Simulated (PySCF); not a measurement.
Working out the ionisation energy of Zn⁺

Zn⁺ [Ar] 3d10 4s1 (2S) → Zn²⁺ [Ar] 3d10 (1S). Computed with PySCF 2.14 in x2c-SVPall (5s3p3d1f, 36 functions), with the spin-free X2C one-electron Hamiltonian (Gaussian nucleus). Frozen: [Ar]. Energies in hartree (1 hartree = 27.21139 eV):

| part | Zn⁺ (lower) | Zn²⁺ (upper) |
| --- | --- | --- |
| UHF | -1793.654768 | -1793.035973 |
| CCSD correlation | -0.245091 | -0.230503 |
| (T) | -0.006983 | -0.005616 |

**Question.** What does Hartree-Fock give?

**Answer.** (-1793.035973) − (-1793.654768) = 0.618795 hartree = 16.838 eV.

**Question.** What do CCSD and CCSD(T) give?

**Answer.** The CCSD correlation energies differ by 0.014588 hartree = 0.397 eV and the triples by 0.001367 hartree = 0.037 eV, so CCSD gives 17.235 eV and CCSD(T) 17.272 eV.

Measured between the centres of the two terms (NIST): 17.964 eV, so CCSD(T) (valence) is off by -0.692 eV.

A double-zeta basis recovers only part of the correlation energy.

What remains against the reference includes basis incompleteness, the frozen core and higher excitations.
